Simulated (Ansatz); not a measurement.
B9. Total charge 0; doublet. Geometry PBE-D4/def2-SVP.

Cartesian coordinates in Å:
```
B 1.688 1.199 0.336
B -0.431 -0.040 1.904
B 0.839 0.781 1.555
B -1.658 -1.178 -0.344
B -1.489 -0.864 1.144
B 0.447 0.053 -1.883
B 1.522 0.885 -1.154
B -0.089 -0.057 0.024
B -0.829 -0.778 -1.581
```

At HF/6-31G the charge 0 doublet is spin-contaminated (final ⟨S²⟩ up to 0.88, 0.75 for a pure state). The structure comes from a short search, and lower isomers may exist.

Estimate the α-spin orbital energies around the gap (eV) in Ansatz with HF/6-31G, r2SCAN-D4/def2-TZVP, r2SCAN-D4/def2-TZVPD, r2SCANh-D4/def2-TZVP, PBE0-D4/def2-TZVPD.


```csv
orbital,HF/6-31G,r2SCAN-D4/def2-TZVP,r2SCAN-D4/def2-TZVPD,r2SCANh-D4/def2-TZVP,PBE0-D4/def2-TZVPD
HOMO−5,-12.71,-8.67,-8.67,-9.09,-9.51
HOMO−4,-11.68,-8.17,-8.17,-8.68,-9.30
HOMO−3,-9.98,-7.49,-7.49,-7.83,-8.26
HOMO−2,-9.26,-7.33,-7.33,-7.64,-8.00
HOMO−1,-8.49,-6.56,-6.56,-6.88,-7.11
HOMO,-7.42,-6.10,-6.10,-6.36,-6.68
LUMO,0.83,-2.93,-2.93,-2.68,-2.33
LUMO+1,0.96,-2.91,-2.91,-2.65,-2.32
LUMO+2,1.46,-2.91,-2.91,-2.62,-2.32
LUMO+3,1.51,-2.77,-2.77,-2.49,-2.20
LUMO+4,3.51,-1.38,-1.38,-1.04,-0.82
LUMO+5,3.88,-1.18,-1.19,-0.84,-0.51
β HOMO,-7.61,-5.96,-5.96,-6.23,-6.54
β LUMO,-0.92,-5.34,-5.34,-5.04,-4.75
```
